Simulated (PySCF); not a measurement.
Ligands exchanged one at a time, B I-H. Gas-phase values, no solvent. Strings in code marks are SMILES.

The S1 excitation (TDA) from two functionals at the same geometries (CAM-B3LYP-D3(BJ)/def2-TZVP), both in PySCF: PBE-D3(BJ)/def2-TZVP and CAM-B3LYP-D3(BJ)/def2-TZVP. Excitations are Tamm–Dancoff values on a coarser integration grid. The basis has no diffuse functions, so Rydberg states are missing or too high.

| species | PBE-D3(BJ)/def2-TZVP (eV) |
|---|---|
| 0 of 3 I replaced by H (`IB(I)I`) | 3.09 |
| 1 of 3 I replaced by H (`IBI`) | 3.43 |
| 2 of 3 I replaced by H (`BI`) | 3.41 |

What does CAM-B3LYP-D3(BJ)/def2-TZVP give for each?


- 0 of 3 I replaced by H (`IB(I)I`): 3.82
- 1 of 3 I replaced by H (`IBI`): 4.11
- 2 of 3 I replaced by H (`BI`): 4.04
Over these rows, drawn at random from the members with no instability flagged (it was tested for open shells, ions and some series alone), PBE minus CAM-B3LYP-D3(BJ): mean -0.68 eV, from -0.72 eV to -0.62 eV.
